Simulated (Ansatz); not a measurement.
Born–Oppenheimer molecular dynamics of C3H8AlN (13 atoms, charge 0, multiplicity 1). It starts from a relaxed structure.

The calculation used UKS B3LYP-D4/STO-3G (Ansatz).

```json
{"ensemble": "NVT, Langevin thermostat", "time step": "2.5 fs", "steps asked": "40", "set temperature": "1500 K", "friction": "0.01 /fs", "seed": "65807"}
```

First frame:

```xyz
13
Properties=species:S:1:pos:R:3
C 1.429 -0.744 -1.264
C 0.586 -0.256 -0.339
C 1.143 0.098 1.058
Al -1.262 0.004 -0.733
N -2.241 0.691 0.513
H 2.501 -0.906 -1.078
H 1.098 -1.017 -2.276
H 2.224 -0.097 1.134
H 0.971 1.163 1.294
H 0.636 -0.488 1.845
H -1.895 -0.348 -2.041
H -1.912 0.972 1.456
H -3.256 0.893 0.445
```

(1) What does the run give?

(2) What happens to the structure?

(3) How do temperature and energy run in time?

Answers

(1) All steps were run.

```json
{
 "steps done": "40",
 "time covered": "100 fs",
 "mean temperature over the second half": "51411 K",
 "spread of the potential energy over the second half": "34.9 meV per atom",
 "mean potential energy of the second half above the start": "1234.6 meV per atom"
}
```

The temperature shot up to 160000 K, far beyond the bath's, so the integration failed: the time step of 2.5 fs is too long for the fastest motions that this run met, and the later frames carry no physical meaning.

(2) Parted: Al4–N5 1.73 → 4.46 Å, N5–H12 1.04 → 14.17 Å, N5–H13 1.04 → 135.80 Å. It ends as C3H6Al + H + H + N. Pairs count as bonded within 1.25 times the sum of covalent radii (0.12 Å more for H–H). The details hang on the random start.

(3) 
| time (fs) | T (K) | potential energy less start (eV) |
| --- | --- | --- |
| 0.0 | 1385 | 0.000 |
| 7.5 | 802 | 5.070 |
| 15.0 | 158371 | 9.624 |
| 22.5 | 142134 | 12.219 |
| 30.0 | 118798 | 18.100 |
| 37.5 | 101168 | 18.208 |
| 45.0 | 88400 | 16.376 |
| 52.5 | 74731 | 16.022 |
| 60.0 | 65947 | 16.635 |
| 67.5 | 58546 | 16.007 |
| 75.0 | 49298 | 15.581 |
| 82.5 | 42085 | 15.937 |
| 90.0 | 36382 | 15.332 |
| 97.5 | 32566 | 16.445 |

Time of the run: 6 min on 1 thread of Arm Neoverse V2, on a shared host, peak memory 0.18 GiB.
